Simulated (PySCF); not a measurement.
# Lu⁺ (lutetium, charge +1) across methods

[Xe] 4f14 6s1 6p1, high-spin 3P determinant (an excited configuration). Computed with PySCF 2.14 in x2c-TZVPPall (11s7p7d2f2g, 99 functions), with the spin-free X2C one-electron Hamiltonian (Gaussian nucleus).

```tsv
method	E (hartree)	mean ε 4f β (eV)	mean ε 6s α (eV)	mean ε 6p α (eV)	Σ⟨r²⟩ (bohr²)	⟨S²⟩
BLYP	-14564.05	-19.402	-12.125	-7.505	63.01	2.000
B3LYP	-14563.42	-22.325	-12.900	-8.167	63.03	2.000
PBE0	-14562.89	-22.995	-13.044	-8.433	62.98	2.000
r2SCANh	-14563.13	-21.003	-12.635	-8.105	62.73	2.000
UHF	-14558.08318	-32.478	-14.954	-10.081	64.46	2.000
PBE	-14563.13	-19.587	-12.271	-7.781	62.91	2.000
LDA	-14553.51	-19.953	-12.492	-7.731	62.73	2.000
r2SCAN	-14563.23	-19.636	-12.324	-7.867	62.66	2.000
```

Spin-orbit coupling, absent here, splits the open shell strongly.
